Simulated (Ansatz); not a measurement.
Species: C4H11B, SMILES `BCC(C)C` (charge 0, multiplicity 1).

Problem. Give a relaxed geometry from PBE-D3(BJ)/def2-TZVP in Ansatz (an electronic-structure program).

Solution. This is not unique; one that fits is the end point of this relaxation, one of several conformers (outside a Z-matrix the atoms follow the SMILES, hydrogens last).
Cartesian coordinates (Å) in one orientation:
```xyz
16

B      2.264     0.116    -0.121
C      0.887    -0.550    -0.374
C     -0.341    -0.033     0.390
C     -1.540    -0.973     0.246
C     -0.696     1.382    -0.075
H      2.451     0.820     0.841
H      3.195    -0.119    -0.848
H      0.666    -0.649    -1.454
H      1.103    -1.605    -0.073
H     -0.070     0.020     1.460
H     -2.412    -0.604     0.807
H     -1.305    -1.984     0.613
H     -1.838    -1.063    -0.812
H     -0.960     1.384    -1.145
H     -1.555     1.785     0.482
H      0.151     2.072     0.064
```
